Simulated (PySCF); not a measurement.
Computed shifts of a molecule C₂H₄ClFSi₂, PBE/pcSseg-1 run with PySCF, GIAO, gas phase, atoms alike by connectivity averaged where their shifts nearly agree, in ppm (number of nuclei): ¹³C: 111.1 (1), 86.7 (1). ²⁹Si: -12.5 (1), -21.6 (1). ¹⁹F: -245.8 (1). ¹H: 6.11 (1), 5.83 (1), 5.63 (1), 3.39 (1). References: ¹³C against TMS (σ = 182.0 ppm); ²⁹Si against TMS (σ = 335.4 ppm); ¹⁹F against CFCl3 (σ = 133.6 ppm); ³⁵Cl against HCl (σ = 936.5 ppm); ¹H against TMS (σ = 31.49 ppm), references at their B3LYP-D3(BJ)/def2-TZVP geometries, non-relativistic (without spin–orbit terms, shifts of atoms bonded to Cl or Br come out too high). Geometry: PBE-D3(BJ)/def2-SVP. Other conformers were not sampled.

### Question
Which molecule gave these data?
A. F[Si@@H]1[SiH2]C=C1Cl
B. F[Si@]1(Cl)C=C[SiH2]1
C. C#C[Si@H](F)[SiH2]Cl
D. F[SiH2]C#C[SiH2]Cl

### Answer
C, C#C[Si@H](F)[SiH2]Cl
